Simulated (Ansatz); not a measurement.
Reaction (homolysis of the O–Si bond): `Cl[SiH](Cl)[O][GeH3]` → `[O][GeH3]`• + `Cl[SiH]Cl`•

Gas-phase electronic energies from Ansatz, PBE0-D4/def2-TZVP geometries. CCSD(T)/CBS is the MP2 limit (def2-TZVPP, def2-QZVPP) plus CCSD(T) − MP2 in def2-TZVPP, frozen cores. No spin–orbit coupling; open shells (•) take unrestricted orbitals. For Ge outer-core shells are correlated without core-valence functions, which leaves a few kJ/mol of doubt a bond. Scalar relativity is left out up to krypton. One conformer a species, not always the lowest.

`Cl[SiH](Cl)[O][GeH3]`:

Z-matrix (Å, degrees):
```
Si
Cl 1 2.045
O 1 1.603 2 110.8
Cl 1 2.048 2 107.4 3 120.8
H 1 1.469 2 108.9 3 -121.4
Ge 3 1.792 1 135.2 2 67.3
H 6 1.532 3 106.7 1 93.6
H 6 1.531 3 104.8 1 -147.2
H 6 1.534 3 108.2 1 -27.1
```

`[O][GeH3]`•:

Cartesian coordinates in Å:
```
O -0.052 -0.522 -1.626
Ge 0.006 0.049 0.074
H -1.120 1.064 0.317
H 1.386 0.657 0.368
H -0.220 -1.249 0.866
```

`Cl[SiH]Cl`•:

Z-matrix (Å, degrees):
```
Si
Cl 1 2.047
Cl 1 2.047 2 110.2
H 1 1.488 2 108.0 3 117.7
```

| species | MP2/CBS(def2) energy (Eh) |
| --- | --- |
| `Cl[SiH](Cl)[O][GeH3]` | -3362.40923 |
| `[O][GeH3]`• | -2152.95777 |
| `Cl[SiH]Cl`• | -1209.21234 |

(1) Work out ΔE.

Largest T1 diagnostic among the species: 0.015.

Answers

(1) ΔE = (-2152.95777) + (-1209.21234) − (-3362.40923) = 0.23912 Eh = +6.51 eV. CCSD(T)/CBS gives +6.09 eV.

From PBE to PBE0 (25 % exact exchange), in def2-TZVPP and without D4, ΔE moves by +0.11 eV. In def2-TZVPP, CCSD(T) changes the Hartree–Fock value by +1.34 eV (the triples alone add +0.09 eV) and MP2 by +1.76 eV; breaking electron pairs costs correlation energy, which Hartree–Fock lacks. At CCSD(T), def2-SVP lies −0.41 eV from the extrapolated value and def2-TZVPP −0.16 eV: correlation converges slowly with the basis, and small sets miss more of it in the bonded molecule than in its fragments.
